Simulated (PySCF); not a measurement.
# Electron correlation in Se⁺ (selenium, charge +1)

[Ar] 3d10 4s1 4p4, high-spin 4P determinant (an excited configuration). Calculation: PySCF 2.14, in x2c-TZVPPall with one added diffuse shell each of s, p, d type (7s6p5d1f, 57 functions); scalar relativity by spin-free X2C-1e. Frozen: [Ar] 3d10; 5 electrons correlated.

| level | correlation energy (mhartree) |
| --- | --- |
| CCSD | -107.19 |
| (T) | -7.13 |
| CCSD(T) | -114.32 |

Diagnostics: T1 = 0.017, D1 = 0.0462, largest double amplitude 0.200.

A double-excitation amplitude exceeds 0.15, a sign of near-degeneracy.

Cost of the coupled-cluster step: roughly 1.6 core-seconds, for 5 correlated electrons.
